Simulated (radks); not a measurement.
The numbers below are computed, except where a source is named.
These are the eigenvalues of the occupied orbitals of an atom or ion with whole-number occupations (eV). Level of theory: Dirac Kohn-Sham, relativistic LDA (MacDonald-Vosko exchange, VWN5 correlation), spin-unpolarised, spherical densities, finite nucleus; Fermi nuclear charge, rms radius of each element as measured or else 0.836 A^(1/3) + 0.57 fm (a radial shooting solver on a logarithmic mesh with Libxc functionals).

orbital  eigenvalue
1s1/2     -66993.87
2s1/2     -11683.29
2p1/2     -11187.70
2p3/2     -9933.236
3s1/2     -2829.028
3p1/2     -2606.275
3p3/2     -2335.850
3d3/2     -1956.212
3d5/2     -1896.938
4s1/2     -730.9425
4p1/2     -638.5800
4p3/2     -575.6751
4d3/2     -422.6505
4d5/2     -410.9292
5s1/2     -249.4149
5p1/2     -218.4186
4f5/2     -217.9473
4f7/2     -215.7509

Which element is it, and in what charge state? The configuration may be excited. Open shells, if any, fill j = l - 1/2 first.

Answer. Z = 73, tantalum, charge +11: Ta11+ in [Kr] 4d10 4f13 5s2 5p1. The list shows which subshells hold electrons but not how many an open one holds; the 1s level, -2462 hartree, gives Z - s = 70.2 by -(Z - s)^2/2, which with screening and relativity narrows Z to a few neighbours, and the depths of the outer levels then fix element, charge and occupations together.
